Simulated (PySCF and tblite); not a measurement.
C6H14O, numbered as in [CH3:1][CH:2]([CH3:3])[O:4][CH:5]([CH3:6])[CH3:7].

Conformers came from 90 starts (ETKDG and KDG, MMFF94s, GFN2-xTB); geometries are PBE0-D3(BJ)/def2-SVP. Weights use PBE0-D3(BJ)/def2-TZVP (IEF-PCM, chloroform) energies plus GFN2-xTB zero-point and thermal terms (modes under about 100 cm⁻¹ blended into free rotors). Symmetry numbers and mirror images are counted. Conformers within 3 kcal/mol (GFN2-xTB free energy) were kept, 8 at most. GIAO shieldings: wB97X-D/pcSseg-1 (IEF-PCM, chloroform). Shifts are against TMS (¹H), TMS (¹³C) at the same level. (PySCF 2.14, tblite 0.8.)

Torsions listed: C1–C2–O4–C5, C2–O4–C5–C6. Of a mirror pair one member is shown.

| conformer | shape | weight % | dipole D |
| --- | --- | --- | --- |
| 1 | 84°, -153° | 98.4 | 1.52 |
| 2 | 119°, 64° | 1.6 | 1.58 |

Question: How do the computed shifts compare with measured ones?

Answer: 
```
nucleus       signal  leading conformer  average  measured                                          medium
    ¹³C  C1/C3/C6/C7               24.2     24.2        23  not stated per compound (mostly CDCl3 or CCl4)
    ¹³C        C2/C5               68.4     68.3      68.5  not stated per compound (mostly CDCl3 or CCl4)
```

Measured values: Pretsch, Buehlmann, Badertscher, Structure Determination of Organic Compounds, 4th ed. (2009). Mean difference for ¹³C: 0.50 ppm, scatter 0.70 ppm. The computed shifts are unscaled and lack vibrational corrections.
